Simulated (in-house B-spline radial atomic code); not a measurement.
# Solving the quasi-particle equation for 4f of Hf⁴⁺

Configuration [Xe] 4f14, start Hartree-Fock; correlation leaves out the 10 deepest shells, empty levels kept to 250 hartree. Computed with a B-spline radial code for spherical atoms: all electrons, scalar-relativistic (spin-free one-electron X2C), finite nucleus, each spin shell either full or empty, empty states to l = 9 with an (l + 1/2)⁻⁴ tail; G0W0 by contour deformation at full frequency.

At the mean-field level ε = -72.177 eV the matrix elements are Σx = -83.505 eV, v_xc = -83.505 eV and Σc(ε) = 2.842 eV, and the slope of the correlation self-energy is dΣc/dω = -0.0527. The quasi-particle energy solves E = ε + Σx − v_xc + Σc(E).

Task: What does the linearised equation give?

Result: Z = 1/(1 − dΣc/dω) = 1/1.0527 = 0.9499. The first-order shift is Σx − v_xc + Σc(ε) = -83.505 − (-83.505) + (2.842) = 2.842 eV, so E ≈ ε + Z × shift = -72.177 + 0.9499 × (2.842) = -69.477 eV.

Task: How does that compare with the full solution and with static screening?

Result: Solving the equation at full frequency dependence gives E = -69.475 eV, where Σc = 2.703 eV and the weight is 0.952; the linearised value is off by 3 meV. Leaving Z out would give -69.335 eV. Static COHSEX puts -2.004 eV in place of Σc and gives -74.181 eV, 4.71 eV deeper.
